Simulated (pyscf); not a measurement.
## Cl–TaH(Cl)(Cl)–Cl (SMILES [Cl][TaH]([Cl])([Cl])[Cl]), singlet

Gas-phase minimum from PySCF at ωB97X-D3(BJ)/def2-SVP, one conformer. 

```xyz
6

Cl     2.2711     0.3918    -1.5581
Ta     0.2961     0.3361    -0.3801
Cl    -0.6008     2.1729    -1.3770
Cl    -0.2412    -1.7955    -0.9624
Cl    -1.0679     0.4083     1.4707
H      1.4420     0.5703     0.8804
```
Charge 0, spin multiplicity 1.

Bond lengths (Å): Cl1–Ta2 2.300, Ta2–Cl3 2.274, Ta2–Cl4 2.274, Ta2–Cl5 2.300, Ta2–H6 1.720. Angles (°): Cl1–Ta2–Cl3 95.4, Cl1–Ta2–Cl4 95.4, Cl1–Ta2–Cl5 157.0, Cl1–Ta2–H6 78.5, Cl3–Ta2–Cl4 123.5, Cl3–Ta2–Cl5 95.4, Cl3–Ta2–H6 118.3, Cl4–Ta2–Cl5 95.5, Cl4–Ta2–H6 118.2, Cl5–Ta2–H6 78.5.

Properties at ωB97X-D3(BJ)/def2-SVP:

```json
{
  "harmonic_wavenumbers_unscaled": "90, 94, 131, 143, 156, 383, 394, 403, 419, 639, 940, 2070 cm⁻¹",
  "zero_point_energy": "8.4 kcal/mol",
  "rotational_symmetry_number": "2",
  "Entropy of this conformer at 298 K and 1 atm, rigid rotor and harmonic oscillator, modes under 100 cm⁻¹ raised to 100": "382.5 J/(mol K)",
  "dipole_moment": "0.31 D"
}
```

Single-point totals, which compare only within one level:

| level | total energy (hartree) |
|---|---|
| ωB97X-D3(BJ)/def2-TZVP | -1898.78792 |
| PBE/def2-TZVP | -1898.00739 |
| r²SCAN/def2-TZVP | -1898.64079 |
| B3LYP-D3(BJ)/def2-TZVP | -1898.81687 |
| PBE0-D3(BJ)/def2-TZVP | -1898.11251 |
| M06-2X/def2-TZVP | -1898.54819 |
| ωB97M-D3(BJ)/def2-TZVP | -1898.87406 |

Elements past Kr carry the def2 core potentials, without spin-orbit coupling.
